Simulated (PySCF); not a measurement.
Cl₂Te (SMILES Cl[Te]Cl), singlet, at a GFN2-xTB geometry (core potentials on Te). Base run: HF/def2-SVP, polarisability (PySCF).

The PySCF input:
```python
from pyscf import gto, scf
from pyscf.prop import polarizability

mol = gto.M(
    atom='''
Te    0.018952   -0.015321    0.614084
Cl    1.078357    1.356778   -0.940097
Cl   -1.136327   -1.309916   -0.938279
''',
    basis='def2-svp',
    ecp={'Te': 'def2-svp'},
    charge=0,
    spin=0,
    verbose=4,
)

mf = scf.RHF(mol)
mf.kernel()
alpha = mf.Polarizability().polarizability()[2, 2]
print('alpha_zz =', alpha)
```

### Question
The base was run again with changes. Order these runs by alpha_zz (bohr³), lowest first: basis = STO-3G | functional = pbe | basis = def2-TZVP | functional = camb3lyp | functional = pbe0.

### Answer
basis = STO-3G (alpha_zz (bohr³) 25.56), functional = camb3lyp (alpha_zz (bohr³) 48.36), functional = pbe0 (alpha_zz (bohr³) 48.83), functional = pbe (alpha_zz (bohr³) 49.27), basis = def2-TZVP (alpha_zz (bohr³) 57.81)

Finite-field rows take the second difference of the energy in a field along z; a small field with loose convergence shows SCF noise divided by the square of the field, and a large one adds hyperpolarisability.
